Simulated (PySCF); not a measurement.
# How methods differ on the excitation energy of W⁺

W⁺ [Xe] 4f14 5d4 6s1 (6D) → W⁺ [Xe] 4f14 5d3 6s1 6p1 (high-spin determinant), as a difference of total energies. Computed with PySCF 2.14 in x2c-TZVPPall with one added diffuse shell each of s, p, d, f type (12s8p8d4f1g, 113 functions), with scalar relativity by spin-free X2C-1e. Correlated levels: valence: [Xe] 4f14 frozen. The calculations carry no spin-orbit coupling.

| method | excitation energy (cm⁻¹) |
| --- | --- |
| UHF | 39039 |
| PBE | 47139 |
| PBE0 | 46276 |
| r2SCAN | 46059 |
| MP2 (valence) | 40706 |
| SCS-MP2 (valence) | 38671 |

A first-order spin-orbit estimate (lowest level to lowest level, LS coupling) adds -0.594 eV.

The determinant of the upper state mixes LS terms, which raises its energy above the lowest term, most at the Hartree-Fock and MP2 levels.
